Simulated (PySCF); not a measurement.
## How methods differ on the ionisation energy of Sm(25+)

Sm(25+) [Kr] 4d1 [4d3/2^1, M_J = 3/2] → Sm(26+) [Kr], as a difference of total energies. Computed with PySCF 2.14 in an uncontracted even-tempered set (17 s from 1.9 bohr⁻², ratio 2.8; 14 p from 2.5 bohr⁻², ratio 2.8; 9 d from 2.5 bohr⁻², ratio 2.8; 3 f from 8.9 bohr⁻², ratio 3), with the two-component X2C-1e Hamiltonian. Correlated levels: [Ar] 3d10 frozen; the 92 highest virtual spinors dropped. "Screened" scales the spin-orbit matrix elements by Boettger's factors to mimic the two-electron term; Breit and QED terms are absent.

```tsv
method	ionisation energy (eV)
GHF (spin-free)	817.33
GMP2 (spin-free)	817.60
GHF (screened spin-orbit)	821.51
GMP2 (screened spin-orbit)	821.84
```

Question: How much does correlation contribute at GMP2 (screened spin-orbit)?

Answer: 821.84 − (821.51) = 0.33 eV, measured against GHF (screened spin-orbit).

Breit and QED terms and the two-electron picture change are absent.

The spin-free rows lack the spin-orbit shift.

For comparison: 822 ± 4 eV (theoretical estimate listed by NIST; NIST Atomic Spectra Database, ionization energies).
